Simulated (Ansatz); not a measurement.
A nudged elastic band was laid between two geometries of F₂H₃NSi (7 atoms, charge 0, multiplicity 1).

Method: Ansatz, UKS r2SCAN-D4/def2-SVP.

- movable images: 5
- climbing image: yes
- spring: 5.0 eV/Å²
- optimiser: quadratic models (default)
- start path: through a guess of the saddle point
- force threshold: 0.03 eV/Å
- iteration limit: 60
- end points: relaxed

First end point:

```xyz
7
Properties=species:S:1:pos:R:3
Si -0.603 -0.214 -0.022
N 1.028 0.236 0.030
H -0.803 -1.259 -1.042
F -1.092 -0.730 1.430
F -1.602 1.022 -0.333
H 1.408 0.931 0.664
H 1.664 0.015 -0.727
```

Last end point:

```xyz
7
Properties=species:S:1:pos:R:3
Si -1.387 -0.328 0.184
N 0.669 -0.265 -0.344
H 1.030 -0.996 -0.960
F -0.874 -0.023 1.739
F -1.455 1.245 -0.360
H 1.200 -0.279 0.531
H 0.818 0.645 -0.790
```

Which bonds break or form, and what moves?

Bonds broken: Si1–H3. Bonds formed: N2–H3.

What energy profile does the band end with?

The forces met the threshold. The highest image is number 3 of 0 to 6, 71.2 kcal/mol above the first end and 40.7 kcal/mol above the last; the last end lies 30.4 kcal/mol above the first. The profile has 2 maxima (images 3, 5) with wells between them (image 4): this band takes more than one step, which may be the mechanism or a detour left from its start path. Neighbouring images differ by up to 2.3 eV, so the band resolves the path poorly. A vibrational analysis at the climbing image gives one clearly imaginary mode, 1400i cm⁻¹: a first-order saddle point. The orbitals stay closed-shell, which can raise the energy where a bond breaks towards radicals; this wasn't checked here.

```tsv
image	path coordinate (Å)	energy (kcal/mol)	Si1–H3 (Å)	N2–H3 (Å)
0	0.00	0.0	1.47	2.60
1	0.78	0.4	1.47	2.64
2	1.57	19.2	1.47	2.22
3	2.35	71.2	1.62	1.42
4	3.26	32.5	2.48	1.02
5	4.18	33.7	3.00	1.03
6	5.09	30.4	2.76	1.02
```

What is the geometry of the highest image?


```xyz
7
Properties=species:S:1:pos:R:3
Si -0.993 -0.257 -0.059
N 0.851 0.031 -0.146
H 0.225 -1.125 -0.692
F -1.126 -0.417 1.561
F -1.682 1.184 -0.394
H 1.480 0.036 0.665
H 1.246 0.548 -0.935
```

Time of the run: 89 s on 2 threads of Intel(R) Xeon(R) Platinum 8488C (Sapphire Rapids), with other jobs on the host, peak memory 0.22 GiB.
